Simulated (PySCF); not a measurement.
CH2O, SMILES [H]/[C-]=[O+]/[H].

Coordinates come from a ωB97X-D3(BJ)/def2-TZVPD optimisation.

Method: TDDFT-PBE/def2-TZVPD run with PySCF 2.14.0.

Vertical excitations.  State labels are in the subgroup Cs.

Computed excitation energies, oscillator strengths and character:
```json
[
 {"state": "S1", "symmetry": "A\"", "energy (eV)": "2.78", "λ (nm)": "447", "f": "0.007", "main pairs": "HOMO→LUMO 101 %"},
 {"state": "S2", "symmetry": "A'", "energy (eV)": "4.42", "λ (nm)": "280", "f": "0.002", "main pairs": "HOMO→LUMO+1 100 %"},
 {"state": "S3", "symmetry": "A'", "energy (eV)": "5.66", "λ (nm)": "219", "f": "0.040", "main pairs": "HOMO→LUMO+2 100 %"},
 {"state": "S4", "symmetry": "A\"", "energy (eV)": "6.48", "λ (nm)": "191", "f": "0.020", "main pairs": "HOMO→LUMO+4 100 %"},
 {"state": "S5", "symmetry": "A'", "energy (eV)": "6.52", "λ (nm)": "190", "f": "0.067", "main pairs": "HOMO→LUMO+3 99 %"},
 {"state": "S6", "symmetry": "A'", "energy (eV)": "7.41", "λ (nm)": "167", "f": "0.024", "main pairs": "HOMO→LUMO+5 93 %"},
 {"state": "S7", "symmetry": "A'", "energy (eV)": "8.30", "λ (nm)": "149", "f": "0.010", "main pairs": "HOMO→LUMO+6 92 %"},
 {"state": "S8", "symmetry": "A\"", "energy (eV)": "8.85", "λ (nm)": "140", "f": "0.003", "main pairs": "HOMO→LUMO+7 67 %, HOMO−2→LUMO 32 %"},
 {"state": "S9", "symmetry": "A\"", "energy (eV)": "9.10", "λ (nm)": "136", "f": "0.013", "main pairs": "HOMO−3→LUMO 40 %, HOMO−2→LUMO 37 %, HOMO→LUMO+7 23 %"},
 {"state": "S10", "symmetry": "A'", "energy (eV)": "9.25", "λ (nm)": "134", "f": "0.046", "main pairs": "HOMO→LUMO+8 84 %"},
 {"state": "T1", "symmetry": "A\"", "energy (eV)": "1.32", "λ (nm)": "939", "f": "0", "main pairs": "HOMO→LUMO 99 %"},
 {"state": "T2", "symmetry": "A'", "energy (eV)": "4.21", "λ (nm)": "294", "f": "0", "main pairs": "HOMO→LUMO+1 100 %"},
 {"state": "T3", "symmetry": "A'", "energy (eV)": "5.41", "λ (nm)": "229", "f": "0", "main pairs": "HOMO→LUMO+2 99 %"},
 {"state": "T4", "symmetry": "A'", "energy (eV)": "6.31", "λ (nm)": "196", "f": "0", "main pairs": "HOMO→LUMO+3 97 %"}
]
```
Triplets are in the Tamm–Dancoff approximation, which puts them higher than full response would, so one can lie above its singlet here.
